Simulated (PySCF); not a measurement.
These are CAM-B3LYP-D3(BJ)/def2-TZVPD run with PySCF values and carry that method's errors. Isolated molecules, 0 K electronic values unless said otherwise. One relaxed conformer stands for a flexible species; it need not be the lowest. 

Reference species (SMILES): `[O-][SiH3]` (charge -1, multiplicity 1).

```json
{
 "HOMO": "-2.70 eV"
}
```

Changed species: `C=C[SiH2][O-]` (C–C–Si–O torsion 0°) (X = vinyl, proton removed; the reference has X = H, proton removed).

Q: Predict the effect on the HOMO.

A: the HOMO drops by 0.19 eV, to -2.89 eV.
